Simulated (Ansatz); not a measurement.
Geometry optimisation, RKS PBE/def2-SVP (Ansatz).

input.yaml

```yaml
crystal:
  periodic: [false, false, false]
  atoms:
    - { symbol: B, position_ang: [-1.96995, -1.19902, -0.4393] }
    - { symbol: C, position_ang: [-1.26889, -1.1012, 0.73898] }
    - { symbol: Al, position_ang: [0.36612, 0.00611, 0.77147] }
    - { symbol: C, position_ang: [1.64943, 0.42168, 2.23735] }
    - { symbol: H, position_ang: [-2.46634, -1.20259, -1.47535] }
    - { symbol: H, position_ang: [-1.38277, -1.50766, 1.73716] }
    - { symbol: H, position_ang: [0.70473, 0.67207, -0.59399] }
    - { symbol: H, position_ang: [1.17782, 0.92697, 3.08826] }
    - { symbol: H, position_ang: [2.45495, 1.08069, 1.8902] }
    - { symbol: H, position_ang: [2.13306, -0.4726, 2.64804] }
basis:
  gaussian: { orbitals: def2-SVP }
hamiltonian:
  xc: pbe
relax:
  f_tol: 0.015
  max_steps: 40
output:
  orbitals: {}
```

Command:

```bash
$ ansatz run input.yaml --threads 1 --pin off --max-ram 2048MiB --backend cpu --events-out ev --progress --plain --runs-dir out
```

Problem. Where does it end, and by what steps?

Solution. It converged. After 9 steps the energy has fallen by 0.286 eV; H5 moved furthest, 0.53 Å. Joined: B1–Al3.

```
step  energy less start (eV)  largest force component (eV/Å)  accepted
   0                  0.0000                           1.170       yes
   1                 -0.1994                           0.317       yes
   2                 -0.2347                           0.161       yes
   3                 -0.2423                           0.443       yes
   4                 -0.2625                           0.927       yes
   5                 -0.2703                           0.293       yes
   6                 -0.2805                           0.164       yes
   7                 -0.2853                           0.054       yes
   8                 -0.2854                           0.019       yes
   9                 -0.2855                           0.004       yes
```

```xyz
10
Properties=species:S:1:pos:R:3
B -1.721 -1.077 -0.290
C -1.244 -1.144 0.993
Al 0.310 0.007 0.647
C 1.541 0.374 2.142
H -2.019 -0.931 -1.438
H -1.367 -1.532 2.008
H 0.533 0.606 -0.824
H 1.001 0.820 3.004
H 2.356 1.067 1.850
H 2.007 -0.565 2.509
```

Whether the end is a true minimum wasn't checked by a vibrational analysis.

Run time: 23 s on 1 thread of Arm Neoverse V2 (shared host), peak memory 0.26 GiB.
